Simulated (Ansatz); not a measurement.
`[AlH2][NH][SiH3]` + `NC[SiH2]N` → `NC[SiH2][NH][AlH2]` + `N[SiH3]`  (ligand exchange at the Al–N bond)

Calculated with Ansatz (gas phase, PBE0-D4/def2-TZVP geometries, no zero-point term in ΔE). CCSD(T)/CBS is the MP2 limit (def2-TZVPP, def2-QZVPP) plus CCSD(T) − MP2 in def2-TZVPP, frozen cores. This one scheme is used for every species. Functionals use def2-TZVPP. B3LYP here is the variant with VWN-RPA as its local correlation; programs differ in this. One conformer a species, not always the lowest.

| level | ΔE (kJ/mol) | difference from CCSD(T)/CBS |
| --- | --- | --- |
| PBE-D4 | 4.4 | 0.6 |
| r2SCAN-D4 | 4.7 | 0.9 |
| PBE0-D4 | 4.3 | 0.5 |
| B3LYP-D4 | 4.3 | 0.5 |
| ωB97X-V | 4.5 | 0.7 |
| ωB97M-V | 4.6 | 0.8 |
| B2PLYP | 3.9 | 0.1 |
| PBE | 4.1 | 0.3 |
| r2SCAN | 4.9 | 1.1 |
| PBE0 | 4.2 | 0.4 |
| B3LYP | 3.6 | -0.2 |
| HF/def2-TZVPP | 3.2 | -0.6 |
| MP2/def2-TZVPP | 4.3 | 0.5 |
| SCS-MP2/def2-TZVPP | 4.1 | 0.3 |
| CCSD/def2-TZVPP | 4.2 | 0.4 |
| CCSD(T)/def2-TZVPP | 4.2 | 0.4 |
| HF/def2-QZVPP | 2.9 | -0.9 |
| MP2/def2-QZVPP | 4.0 | 0.2 |
| SCS-MP2/def2-QZVPP | 3.8 | 0.0 |
| HF/CBS(def2) | 2.9 | -0.9 |
| MP2/CBS(def2) | 3.9 | 0.1 |
| CCSD/CBS(def2) | 3.8 | 0.0 |
| CCSD(T)/CBS | 3.8 | 0 |

Largest T1 diagnostic among the species: 0.011.
